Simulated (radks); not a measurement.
Values are calculated unless marked as measured or tabulated.
Ionisation of Lu+, [Xe] 4f14 6s2, to Lu2+, [Xe] 4f14 6s1, under several functionals. Dirac Kohn-Sham, spin-unpolarised, spherical densities, finite nucleus; a radial shooting solver on a logarithmic mesh with Libxc functionals.

functional                                        E(Lu+) (hartree)  Exc (hartree)  IE (eV)  -e(HOMO) (eV)  <r> HOMO (bohr)  IE error (eV)
exchange-only PBE                                      -14574.8622      -297.6554   13.623         10.330            3.314         -0.507
AM05                                                   -14570.4965      -293.2680   14.234         11.016            3.259         +0.104
revPBE                                                 -14579.3393      -302.1916   14.148         10.966            3.278         +0.018
LDA (Slater exchange, Perdew-Zunger correlation)       -14570.1599      -292.9268   14.567         11.287            3.237         +0.437
XLYP                                                   -14580.8087      -303.6639   14.306         10.993            3.263         +0.176
LDA (Slater exchange, VWN5 correlation)                -14570.1851      -292.9518   14.560         11.280            3.237         +0.430
exchange-only LDA                                      -14562.9289      -285.6089   13.532         10.266            3.289         -0.598

NIST Atomic Spectra Database: 14.13 eV (semi-empirical). Closest: revPBE. The Delta-SCF values span 1.04 eV, the total energies 17.88 hartree. The highest occupied level is 6s1/2. Spin polarisation and multiplet splitting are left out, so open shells lie too high by an amount that depends on their filling.

Beside tabulated values, note that spin-unpolarised runs miss the spin-polarisation part of the exchange energy of open shells.
